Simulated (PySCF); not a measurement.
H6Cl2O2Si2Sn, SMILES [SiH3][O][Sn]([O][SiH3])([Cl])[Cl] (B3LYP/def2-SVP optimised geometry):

```
13

Si    -2.973     0.142    -0.344
O     -1.342     0.263     0.017
Sn     0.058     1.633     0.065
Cl    -0.126     3.059    -1.780
Cl    -0.080     2.866     2.046
O      1.762     0.681     0.000
Si     2.248    -0.923     0.000
H     -3.189     0.167    -1.819
H     -3.736     1.269     0.271
H     -3.456    -1.151     0.210
H      1.748    -1.630    -1.215
H      1.746    -1.633     1.212
H      3.736    -0.923     0.000
```

Level of theory: B3LYP/def2-TZVP, def2 effective core potentials past Kr run with PySCF.

**Question.** What are the frontier orbital energies and the dipole moment?

**Answer.** HOMO-2 -8.99 eV, HOMO-1 -8.87 eV, HOMO -8.83 eV, LUMO -3.39 eV, LUMO+1 -0.56 eV; dipole moment 0.92 D.
